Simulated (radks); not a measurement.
Values are calculated unless marked as measured or tabulated.
Question: Coherent X-ray form factor from a spherical all-electron density. Level of theory: scalar-relativistic Kohn-Sham, LDA (Slater exchange, Perdew-Wang correlation), spin-polarised, spherical densities, finite nucleus; Fermi nuclear charge, rms radius of each element as measured or else 0.836 A^(1/3) + 0.57 fm (a radial shooting solver on a logarithmic mesh with Libxc functionals).

sin(theta)/lambda (1/angstrom),f0 (electrons)
0.05,3.712
0.1,3.077
0.15,2.474
0.2,2.065
0.25,1.826
0.3,1.686
0.4,1.508
0.5,1.346
0.6,1.178
0.8,0.860
1,0.609
1.25,0.394
1.5,0.258
2,0.118

The species is in the configuration that NIST lists as its ground one. Which atom or ion scatters so?

Answer: Neutral beryllium, [He] 2s2. Extrapolating in s^2 from the first two rows gives f0(0) = 3.9, near the electron count 4; among species with that count, the fall with angle is slower the higher Z, and the table is that of Z = 4; from so few rows the species is fixed only to a neighbour or two.
